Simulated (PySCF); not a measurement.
Compound: C2H13Ge3N.
SMILES: `CC[NH][GeH2][GeH2][GeH3]`

Jobs on this species (19 atoms, 128 electrons) with PySCF (density fitting). Hardware of each: Arm Neoverse V1, one thread, no GPU, shared host. Times come from a shared host and carry two figures at best.

| level and settings | work | basis functions | SCF cycles | wall time |
| --- | --- | --- | --- | --- |
| PBE0/def2-SVPD | 10 singlets by full TDDFT, 4 Tamm–Dancoff triplets, polarisability, ΔSCF ions | 278 | ? | ? |
| PBE0/pcSseg-1 | shieldings, charges and field gradients | 239 | ? | ? |
| wB97X-D/pcSseg-1 | shieldings | 239 | 12 | 79 s |
| PBE0-D3(BJ)/def2-SVP, grid level 1 | geometry optimisation from a GFN2-xTB start | 203 | 110 | 9.0 min |

Fill in the missing figures.

- PBE0/def2-SVPD; 10 singlets by full TDDFT, 4 Tamm–Dancoff triplets, polarisability, ΔSCF ions: 3.3 min, 11 SCF cycles
- PBE0/pcSseg-1; shieldings, charges and field gradients: 59 s, 11 SCF cycles

What do all jobs in the table cost together?

About 15 min; the longest takes about 62 % of that, and about 9.2 times as long as the shortest.
